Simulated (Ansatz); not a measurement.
One geometry of C2H9BO2, several functionals.

```yaml
crystal:
  periodic: [false, false, false]
  atoms:
    - {symbol: C, position_ang: [-1.141756, 1.568041, 0.809204]}
    - {symbol: B, position_ang: [-0.287751, 0.376767, 0.242975]}
    - {symbol: C, position_ang: [1.229560, 0.182211, 0.575435]}
    - {symbol: O, position_ang: [-0.860847, -0.560315, -0.578979]}
    - {symbol: O, position_ang: [0.836644, -2.375763, -2.088878]}
    - {symbol: H, position_ang: [-0.939124, 1.736374, 1.870709]}
    - {symbol: H, position_ang: [-2.222648, 1.459268, 0.679932]}
    - {symbol: H, position_ang: [-0.842590, 2.492659, 0.300970]}
    - {symbol: H, position_ang: [1.763646, 1.133742, 0.638711]}
    - {symbol: H, position_ang: [1.742424, -0.470440, -0.133823]}
    - {symbol: H, position_ang: [1.316039, -0.276455, 1.568843]}
    - {symbol: H, position_ang: [-1.795610, -0.409056, -0.741150]}
    - {symbol: H, position_ang: [0.218331, -1.784518, -1.638325]}
    - {symbol: H, position_ang: [0.970580, -3.101714, -1.476824]}
basis:
  gaussian: {orbitals: def2-TZVPP}
hamiltonian: {xc: {name: r2SCANh}, dispersion: d4}
output: {orbitals: {seedname: orbitals}}
```

```sh
$ ansatz run in.yaml --threads 4 --pin off --events-out ev --progress --plain --max-ram 10444MiB
```

Shortened log:

```
Functional definition: r2SCANh
1362 factors; their error is unknown
mean field evaluation 1: about -6975.7142 eV, gradient 9.3e1 eV
mean field evaluation 2: about -6964.3789 eV, gradient 1.2e2 eV
mean field evaluation 4: about -6992.1384 eV, gradient 4.8e0 eV
mean field evaluation 8: about -6992.1937 eV, gradient 2.0e-1 eV
mean field evaluation 16: about -6992.1778 eV, gradient 1.6e-4 eV
mean field -6992.17776757 eV, -256.9577934898 hartree, gradient 9.9e-6 eV, S^2 0.000000; 0 other end points of the search recorded, 0 dependent functions left out
reference -6992.17777958 eV, -256.9577939313 hartree; 21, 21 occupied and 260, 260 virtual orbitals, 1362 factors
Total energy: -6992.23368478 eV, -256.9598484095 hartree
```

Hardware: 4 threads of an Arm Neoverse V2 on a shared host. Wall time 4.5 s, peak host memory 0.64 GiB.

Changing it to `hamiltonian: {xc: {name: B3LYP}, dispersion: d4}` and forces (abridged; 4.3 s):

```
Functional definition: B3LYP
mean field evaluation 16: about -6996.9354 eV, gradient 1.5e-4 eV
mean field -6996.93540849 eV, -257.1326335687 hartree, gradient 6.7e-6 eV, S^2 0.000000
Total energy: -6997.24606788 eV, -257.1440500910 hartree
Atom 0 force    -0.026938     0.080467     0.034322 eV/Å
Atom 1 force     0.057062     0.040581     0.052423 eV/Å
Atom 2 force     0.090310    -0.009543     0.018313 eV/Å
Atom 3 force    -0.073232    -0.052376    -0.074608 eV/Å
Atom 4 force     0.007537     0.035117    -0.051022 eV/Å
Atom 5 force    -0.020116    -0.000216    -0.039406 eV/Å
Atom 6 force     0.040176     0.006942     0.007253 eV/Å
Atom 7 force    -0.022536    -0.025543     0.024201 eV/Å
Atom 8 force    -0.008395    -0.041915    -0.003308 eV/Å
Atom 9 force    -0.015213     0.036900     0.044381 eV/Å
Atom 10 force     0.010308     0.012676    -0.034617 eV/Å
Atom 11 force    -0.033952    -0.035454    -0.028297 eV/Å
Atom 12 force    -0.013925    -0.003044     0.019484 eV/Å
Atom 13 force     0.008913    -0.044591     0.030880 eV/Å
Dipole moment:    -0.431800     0.228738     0.482908 e Å
```

Changing it to `hamiltonian: {xc: {name: B2PLYP}}` (abridged; 5.5 s):

```
Functional definition: B2PLYP
mean field evaluation 16: about -6982.4396 eV, gradient 1.4e-4 eV
mean field -6982.43962715 eV, -256.5999234302 hartree, gradient 6.8e-6 eV, S^2 0.000000
5 core orbitals not correlated: weight in the atoms' cores, before any rotation towards them, 1.000 or more for the frozen orbitals, at most 0.000 for the correlated occupied ones
second order -31.43495788 eV of doubles, -0.00000000 eV of singles
Total energy: -6990.92725777 eV, -256.9118381025 hartree
```

The same input with `hamiltonian: {xc: {name: revPBE}, dispersion: d4}` (abridged; 1.9 s):

```
Functional definition: revPBE
mean field evaluation 16: about -6994.1309 eV, gradient 1.7e-4 eV
mean field -6994.13088416 eV, -257.0295692005 hartree, gradient 7.8e-5 eV, S^2 0.000000
Total energy: -6994.78453910 eV, -257.0535905766 hartree
```

The same input with `hamiltonian: {xc: {name: BHLYP}, dispersion: d4}` (abridged; 2.7 s):

```
Functional definition: BHLYP
mean field evaluation 16: about -6992.6611 eV, gradient 1.5e-4 eV
mean field -6992.66106494 eV, -256.9755543407 hartree, gradient 2.4e-5 eV, S^2 0.000000
Total energy: -6992.87616225 eV, -256.9834590210 hartree
```

With the line `hamiltonian: {xc: {name: B97M-V}}` (abridged; 9 s):

```
Functional definition: B97M-V
mean field evaluation 16: about -6995.5597 eV, gradient 2.9e-4 eV
mean field -6995.55974668 eV, -257.0820789300 hartree, gradient 2.9e-5 eV, S^2 0.000000
Total energy: -6995.55981207 eV, -257.0820813329 hartree
```

B3LYP takes the VWN-RPA correlation (the form of Gaussian; ORCA's B3LYP/G).
